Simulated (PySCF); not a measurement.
## PbH3: umbrella curve

All numbers come from UPBE0 in PySCF with Pb def2-TZVP with ECP60, H def2-TZVP; scalar-relativistic core potentials, no spin–orbit coupling; density-fitted integrals.

Rigid scan from the doublet minimum (Pb–H 1.779 Å (×3); H–Pb–H 108.9° (×3)). Coordinate: angle between each bond and the threefold axis, bonds fixed. Energies in kJ/mol from the minimum.

| angle of the bonds to the threefold axis (°) | E (kJ/mol) | dipole size (D) | ⟨S²⟩ |
| --- | --- | --- | --- |
| 55 | 51.1 | 1.55 | 0.75 |
| 60 | 22.0 | 1.23 | 0.75 |
| 65 | 5.3 | 0.88 | 0.75 |
| 70 | 0.0 | 0.52 | 0.75 |
| 75 | 5.2 | 0.18 | 0.75 |
| 80 | 19.2 | 0.10 | 0.75 |
| 85 | 37.1 | 0.21 | 0.75 |
| 90 | 46.7 | 0.00 | 0.75 |

With the bonds held, the planar shape lies 46.7 kJ/mol from the minimum.

With an element this heavy the missing spin–orbit coupling can shift these numbers.

Other isomers or separated fragments may lie lower.

The scan took about 70 core-seconds on a shared host.
